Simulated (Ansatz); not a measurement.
Complex (SMILES): O (H2O) with FCl (F-Cl), atoms 1 to 3 the first; geometry from B3LYP-D3(BJ)/def2-TZVP, monomers rigid:
```xyz
5

O     -0.2891    -0.2900    -0.2583
H     -0.6031     0.5726     0.0378
H      0.6165    -0.1532    -0.5610
F      0.0906    -2.5011     3.1950
Cl    -0.0773    -1.6206     1.7858
```

Basis-set convergence of the counterpoise-corrected interaction energy at MP2 with Ansatz (a first-principles code). Cartesian d functions, on some or all atoms, in 6-31+G*, 6-311+G**; all else is spherical. Cores are frozen. No added dispersion term, no relativity. Functions are those of the species that has most. Reference: Hartree-Fock in aug-cc-pV(Q+d)Z plus the correlation part extrapolated as X^-3 from aug-cc-pV(T+d)Z and aug-cc-pV(Q+d)Z, -6.09 kcal/mol, itself unsure by roughly 0.11 kcal/mol (a third of the extrapolation step and of the last Hartree-Fock step). Deviations are taken from unrounded values.

| basis | functions | counterpoise-corrected interaction energy (kcal/mol) | minus reference (kcal/mol) |
|---|---|---|---|
| 6-31G | 35 | -2.98 | 3.11 |
| def2-SV(P) | 50 | -4.72 | 1.37 |
| def2-SVP | 56 | -4.10 | 2.00 |
| cc-pV(D+d)Z | 61 | -4.40 | 1.69 |
| 6-31+G* | 65 | -4.11 | 1.99 |
| 6-311+G** | 87 | -3.35 | 2.74 |
| def2-SVPD | 89 | -4.35 | 1.74 |
| aug-pcseg-1 | 91 | -4.27 | 1.82 |
| aug-cc-pV(D+d)Z | 96 | -4.71 | 1.38 |
| 6-311++G(2d,2p) | 109 | -4.46 | 1.63 |
| cc-pV(T+d)Z | 127 | -4.95 | 1.14 |
| jun-cc-pV(T+d)Z | 154 | -5.00 | 1.09 |
| 6-311++G(3df,3pd) | 161 | -5.03 | 1.06 |
| def2-TZVPPD | 165 | -4.91 | 1.19 |
| aug-pcseg-2 | 188 | -5.07 | 1.03 |
| pcseg-3 | 250 | -5.37 | 0.72 |
| aug-cc-pV(Q+d)Z | 341 | -5.83 | 0.26 |
| pcseg-4 | 429 | -5.83 | 0.26 |
